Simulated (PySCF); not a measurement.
[TmF3(H2O)]−: from a saddle point downhill

PySCF 2.14.0, RKS PBE0, Tm lcecp-0-SVP with ECP59, F def2-SVP, O def2-SVP, H def2-SVP; non-relativistic Hamiltonian with scalar-relativistic core potentials where named; density fitting; no spin-orbit coupling. Relaxed within the symmetry of its start, the geometry (Cs) is

```xyz
7

Tm    0.1470   -0.0660    0.0660
F     1.1833    1.1899    1.4790
F    -2.0385   -0.3868    0.3868
F     1.1833   -1.4790   -1.1899
O    -1.6875    1.3772   -1.3772
H    -2.0191    1.4742   -0.4671
H    -2.0191    0.4671   -1.4742
```

and its lowest harmonic modes are -454, 60, 76, 104, 109, 144 cm⁻¹ (negative: unstable). It was moved along the lowest mode and relaxed again.

Task: Where does it end, and how much lower?

Result: In C1, 0.354 eV lower, after 23 steps:
```xyz
7

Tm    0.1013   -0.2244   -0.1585
F     0.7723    1.3214    1.1813
F    -2.1105   -0.6669    0.1362
F     1.4866   -1.6031   -1.0772
O    -1.7171    1.3326   -1.2089
H    -1.6553    2.0571   -0.5759
H    -2.1278    0.5661   -0.6676
```

Task: How do the contacts change?

Result: 
| contact | saddle (Å) | end (Å) |
| --- | --- | --- |
| Tm1–F2 (F) | 2.156 | 2.153 |
| Tm1–F3 (F) | 2.232 | 2.275 |
| Tm1–F4 (F) | 2.156 | 2.160 |
| Tm1–H6 (H2O) | 2.711 | 2.909 |
| Tm1–H7 (H2O) | 2.711 | 2.419 |
Short contacts between ligands at the end: H7···F3 1.47 Å.

Task: Is the end a minimum?

Result: Yes; lowest modes 30, 72, 95, 100, 190, 274 cm⁻¹.

An lcecp potential fixes the number of 4f electrons, so in runs with it no electron can move into or out of that shell.

State: singlet in the valence, with the 4f electrons in the core potential.
